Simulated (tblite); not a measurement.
Species: C6H14P2.
SMILES with atom numbers: `[CH2:1]=[CH:2][CH2:3][P@:4](=[CH2:5])([PH2:6])[CH2:7][CH3:8]` (hydrogens: H9, H10 on C1; H11 on C2; H12, H13 on C3; H14, H15 on C5; H16, H17 on P6; H18, H19 on C7; H20, H21, H22 on C8)

Computed geometry: GFN2-xTB, gas phase.

Entries marked ? are missing. Bonds in one row agree within 0.01 Å.

```
            coordinate    value
                 C1=C2        ?
                 C2–C3        ?
                 C3–P4  1.923 Å
                 P4=C5  1.709 Å
                 P4–P6  2.168 Å
                 P4–C7        ?
                 C7–C8  1.521 Å
                 C1–H9  1.076 Å
                C1–H10  1.079 Å
                C2–H11  1.082 Å
                C3–H12  1.094 Å
                C3–H13  1.094 Å
        C5–H14, C5–H15  1.088 Å
        P6–H16, P6–H17  1.391 Å
                C7–H18  1.094 Å
                C7–H19  1.093 Å
C8–H20, C8–H21, C8–H22  1.089 Å
              C1–C2–C3        ?
              C2–C3–P4   111.8°
              C3–P4–C5   130.2°
              C3–P4–P6   100.6°
              C3–P4–C7   100.0°
              C5–P4–P6   111.3°
              C5–P4–C7        ?
              P6–P4–C7        ?
              P4–C7–C8   109.9°
```

Estimate the withheld lengths and angles.

- C1=C2 = 1.327 Å, drawn double (terminal =CH2 carbon to alkene CH carbon); 0.13 Å below the sum of covalent radii, 1.46 Å.
- C2–C3 = 1.478 Å, drawn single (alkene CH carbon to sp3 carbon bound to phosphorus); 0.01 Å below the sum of covalent radii, 1.49 Å.
- P4–C7 = 1.840 Å, drawn single (ends: phosphorus bonded to 3 C and P; sp3 carbon bound to phosphorus); 0.01 Å above the sum of covalent radii, 1.83 Å.
- C1–C2–C3 = 123.9°, at the alkene CH carbon; the outer atoms are 2.476 Å apart.
- C5–P4–C7 = 107.7°, at the phosphorus bonded to 3 C and P; the outer atoms are 2.867 Å apart.
- P6–P4–C7 = 104.0°, at the phosphorus bonded to 3 C and P; the outer atoms are 3.166 Å apart.

Radii are Cordero's, carbon taken as 0.76, 0.73 or 0.69 Å for four, three, and two or fewer neighbours.

Its GFN2-xTB frequencies are all real (lowest 42 cm⁻¹). One conformer, not necessarily the lowest (C1–C2–C3–P4 -101°, C2–C3–P4–C5 161°, C3–P4–P6–H 66° and 158°, C3–P4–C7–C8 162°). 3 starts were optimised and ended at 0.00, 1.42 and 2.32 kcal/mol (GFN2-xTB); the lowest of these is shown.
